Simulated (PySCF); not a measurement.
TiI3H, SMILES [I][TiH]([I])[I], multiplicity 1. Atoms are numbered in the order given.

```xyz
5

Ti     0.0000     0.0000     0.4265
I     -2.1553    -1.2443    -0.0721
I      0.0000     2.4887    -0.0721
I      2.1553    -1.2443    -0.0721
H      0.0000     0.0000     2.0833
```

Coordinates come from a B3LYP-D3(BJ)/def2-SVP optimisation. The multiplicity is an assumed one; no other spin state was optimised. The structure was generated by enumeration; whether it is a known compound was not checked. The def2 effective core potentials stand for the cores of I; spin–orbit coupling is left out.

Calculation: r2SCAN/def2-TZVP (PySCF).

ESP charges are fitted to the potential on shells at 1.4 to 2.0 van der Waals radii. Atomic charges (e):

```
atom  Löwdin     ESP fit  Mulliken
----  ------  ----------  --------
Ti1    -0.89  (withheld)      0.65
I2      0.30  (withheld)     -0.20
I3      0.30  (withheld)     -0.20
I4      0.30  (withheld)     -0.20
H5     -0.02  (withheld)     -0.05
```

Task: Some entries are withheld; supply them. (An estimate is asked for; the answer gives what the named calculation found.)

Result: 
- Ti1, ESP fit: -0.03
- I2, ESP fit: 0.03
- I3, ESP fit: 0.03
- I4, ESP fit: 0.03
- H5, ESP fit: -0.05
